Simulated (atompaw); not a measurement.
Reading a pseudo-wave (hafnium)

Columns: radius, all-electron u(r) and pseudo u(r) of the 5s shell (level -68.62 eV) of hafnium in the configuration [Kr] 4d10 4f14 5s2 5p6 5d2 6s1.75 6p0; PBE, scalar-relativistic, PAW (atompaw) scheme, atompaw 4.2.0.5.

```
r (bohr)  all-electron  pseudo
   0.100        0.1013  0.2361
   0.200        0.2472  0.4618
   0.300       -0.4194  0.6676
   0.400       -0.5762  0.8454
   0.500       -0.2528  0.9890
   0.600        0.2156  1.0947
   0.700        0.6252  1.1613
   0.800        0.9067  1.1896
   0.900        1.0603  1.1830
   1.000        1.1117  1.1461
   1.100        1.0912  1.0845
   1.200        1.0248  1.0048
   1.300        0.9329  0.9134
   1.400        0.8299  0.8160
   1.500        0.7255  0.7176
   1.600        0.6258  0.6224
   1.700        0.5339  0.5330
   1.800        0.4517  0.4516
   1.900        0.3795  0.3795
   2.000        0.3170  0.3170
   2.100        0.2635  0.2635
   2.200        0.2183  0.2183
   2.300        0.1801  0.1801
   2.400        0.1483  0.1483
   2.500        0.1217  0.1217
   2.600        0.0998  0.0998
```

Question: How many radial nodes do the two functions have?

Answer: The all-electron 5s function has n − l − 1 = 4 (the table is too coarse to show those close to the nucleus); the pseudo-wave has 0, since the states of the same l below it are removed with the core.

Question: At about which radius was the pseudo-wave matched?

Answer: 1.90 bohr, where the columns begin to agree (steps of 0.10 bohr).

Question: Is the pseudo-wave norm-conserving?

Answer: No, it belongs to a PAW set: the norm inside the radius is not constrained, and the difference is carried by the augmentation charge.
